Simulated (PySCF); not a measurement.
Correlation energy of Os (osmium, neutral)

[Xe] 4f14 5d7 6s1, high-spin 5F determinant (an excited configuration). Calculation: PySCF 2.14, in def2-TZVPPD with the def2 core potential (60 electrons) (6s5p3d2f1g, 59 functions); a scalar-relativistic core potential. Frozen: nothing; 16 electrons correlated.

MP2 pair energies summed by pair of shells (mhartree):

```tsv
pair	energy	share (%)
5d-5d	-145.16	35.1
5p-5d	-137.73	33.3
5p-5p	-49.58	12.0
5d-6s	-34.13	8.3
5s-5p	-18.93	4.6
5s-5d	-15.09	3.6
5p-6s	-9.79	2.4
5s-5s	-2.86	0.7
5s-6s	-0.35	0.1
```

Total MP2 correlation energy: -413.63 mhartree.

Same-spin part -144.71 and opposite-spin part -268.92 mhartree; SCS-MP2 scales them by 1/3 and 6/5 to -370.94 mhartree.

The basis has no tight functions for the innermost shells, so their pair energies are far from complete.

This basis was not built for core-valence correlation, so the inner-shell part is incomplete.
